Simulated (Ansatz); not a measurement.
Correlation energies of `C=C(S)S[SiH2]F` by basis set

Cartesian coordinates in Å:
```
C -0.049 -0.489 1.789
C -0.502 0.361 0.871
S -2.226 0.554 0.582
S 0.614 1.310 -0.146
Si 0.920 -0.174 -1.627
F 1.855 -1.350 -1.083
H 1.012 -0.667 1.902
H -0.733 -1.028 2.435
H -2.150 1.776 0.034
H 1.626 0.492 -2.744
H -0.369 -0.785 -2.011
```

The species carries charge 0 and has multiplicity 1. All single points use the PBE0-D4/def2-TZVP geometry. It is one conformer, not always the lowest. Frozen core, restricted reference, Ansatz 0.2.0. CBS rows extrapolate triple and quadruple zeta; past MP2 they add the triple-zeta difference.

```tsv
basis	HF (Eh)	MP2 corr.
def2-TZVPP	-1262.25269	-1.04498
def2-QZVPP	-1262.29262	-1.13164
```

Task: Estimate the CCSD correlation energy and the (T) correction in each basis where they were run (hartree).

Result: 
| basis | CCSD corr. | (T) |
| --- | --- | --- |
| def2-TZVPP | -1.09803 | -0.04896 |
| CBS(def2) | -1.24888 | as TZ |
